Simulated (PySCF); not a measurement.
Heteronuclear NMR

Atoms are numbered as in `[F:1][C:2]([F:3])([F:4])[CH:5]=[C:6]=[CH:7][SiH:8]([Cl:9])[Cl:10]` (H(Xn): hydrogen on atom n).

[PySCF: geometry: GFN2-xTB; shieldings: GIAO PBE0/pcSseg-1; isolated molecule; one computed conformer; one averaged value for each set of equivalent atoms; no relativistic terms]

Q: Where does $^{19}$F resonate?

A: 
```json
{"atoms": "F1/F3/F4", "environment": "fluorine of a CF3 group", "σ (ppm)": "244.0", "δ (ppm)": "-59.5"}
```

Shieldings were converted by a linear fit to measured shifts: $^{19}$F: δ = 146.13 − 0.903σ +14.6 on sp3 carbon (rms 6.0 ppm, 223 shifts, 7.0 ppm with the 5 outliers that the fit left out vs CFCl3, solution or neat liquid). Occasional misses reach two or three times the rms, and more in compound classes unlike the fitted ones.

On a 400 MHz spectrometer $^{19}$F resonates near 376.4 MHz, so 1 ppm is 376.4 Hz.

Q: Where does $^{29}$Si resonate?

A: 
```tsv
atoms	environment	σ (ppm)	δ (ppm)
Si8	silicon bonded to C, 2 Cl, H	348.8	-6.7
```

Shieldings were converted by a linear fit to measured shifts: $^{29}$Si (scatter 8.9 ppm rms, 25.8 ppm with the 6 outliers that the fit left out vs TMS, solution or neat liquid). A few per cent of atoms miss by over 2 rms, more outside the fitted compound classes.

On a 300 MHz spectrometer $^{29}$Si resonates near 59.6 MHz, so 1 ppm is 59.6 Hz.
